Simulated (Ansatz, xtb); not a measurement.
## Relative energy of two isomers of C5H3NO3

We compare a, `N#C[C@@H]1C=COC(=O)O1`, a singlet, with b, `O=CC(=O)c1cnco1`, a singlet. Both are isolated molecules in the gas phase, relaxed with B3LYP-D3(BJ)/def2-SVP; each stands in its lowest conformer found.

Quicker runs give these differences E(b) − E(a): GFN2-xTB +0.279 eV; HF/STO-3G +0.610 eV (at GFN2-xTB geometries); r2SCAN-D4/def2-SVP −0.235 eV (at GFN2-xTB geometries).

Problem. Which of the two would you expect CCSD(T)/def2-SVP + ΔMP2/def2-TZVPP electronic energies to favour?

Solution. Too close to call at this level: CCSD(T)/def2-SVP + ΔMP2/def2-TZVPP gives E(b) − E(a) = +0.036 eV.

How the difference moves with the method:

```csv
level,geometry,E(b) − E(a) (eV),departure from the last row (eV),"job, with rough time for the two"
GFN2-xTB,GFN2-xTB,+0.279,+0.243,"optimisation, 0.5 s"
HF/STO-3G,GFN2-xTB,+0.610,+0.574,"single point, 0.68 s"
r2SCAN-D4/def2-SVP,GFN2-xTB,−0.235,−0.271,"single point, 6.9 s"
B3LYP-D3(BJ)/def2-SVP,B3LYP-D3(BJ)/def2-SVP,−0.141,−0.177,"optimisation, 66 s"
HF/def2-SVP,B3LYP-D3(BJ)/def2-SVP,+0.275,+0.239,part of the CCSD(T) run
MP2/def2-SVP,B3LYP-D3(BJ)/def2-SVP,−0.046,−0.082,part of the CCSD(T) run
CCSD(T)/def2-SVP,B3LYP-D3(BJ)/def2-SVP,−0.019,−0.055,single point
CCSD(T)/def2-SVP + ΔMP2/def2-TZVPP,B3LYP-D3(BJ)/def2-SVP,+0.036,,"single point, 2.7 min"
```

As drawn, b has 1 C=O, 1 C∷C, 2 C∷N, 2 C∷O in place of 1 C≡N, 1 C=C, 4 C–O (∷ is an aromatic bond). Structure a has a 6-membered ring, b a 5-membered ring (with an aromatic ring).

The largest departure from CCSD(T)/def2-SVP + ΔMP2/def2-TZVPP is that of HF/STO-3G, 0.574 eV. The last row adds to CCSD(T) the change of the MP2 difference between the two basis sets, here +0.055 eV.

With thermal terms from frequencies at re-optimised GFN2-xTB minima (ideal gas, soft modes damped towards free rotors, one conformer each, 298.15 K, 1 atm): the zero-point term adds −0.013 eV; ΔH is +0.028 and ΔG +0.010 eV.

The correlated steps freeze 9 core orbitals. Mirror images aren't counted in ΔG. Run with Ansatz 0.2.0, xtb 6.7.1; the last row on 4 threads of Arm Neoverse N1 on a shared host.
